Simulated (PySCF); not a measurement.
## Electronic structure of W+ (tungsten, charge +1) at the B97-3 level

Configuration: [Xe] 4f14 5d4 6s1, high-spin 6D determinant. All numbers are calculated (PySCF 2.14, a scalar-relativistic core potential, in def2-TZVPPD with the def2 core potential (60 electrons) (6s5p3d2f1g, 59 functions)).

```
Total energy                                                  : -66.6429 hartree
One-electron energy                                           : -108.7810 hartree
Hartree (Coulomb) energy                                      : 49.4996 hartree
Exchange-correlation energy                                   : -7.3615 hartree
⟨S²⟩                                                          : 8.7508
⟨L²⟩                                                          : 6.007
Sum of ⟨r⟩                                                    : 20.72 bohr
Sum of ⟨r²⟩                                                   : 41.39 bohr²
Traceless quadrupole moment −½Σ⟨3z² − r²⟩ along its main axis : -1.18 e·bohr²
```

| shell | electrons | mean orbital energy (eV) | spread (eV) | rms radius, mean of both spins (bohr) |
| --- | --- | --- | --- | --- |
| 5s α | 1 | -90.736 | 0 | 1.15 |
| 5s β | 1 | -88.198 | 0 | 1.15 |
| 5p α | 3 | -53.686 | 0.221 | 1.36 |
| 5p β | 3 | -50.387 | 1.090 | 1.36 |
| 5d α | 4 | -14.028 | 0.807 | 2.13 |
| 6s α | 1 | -13.401 | 0 | 3.09 |

Energies and moments cover only the electrons outside the core potential. Spin-orbit coupling, absent here, splits the open shell strongly.
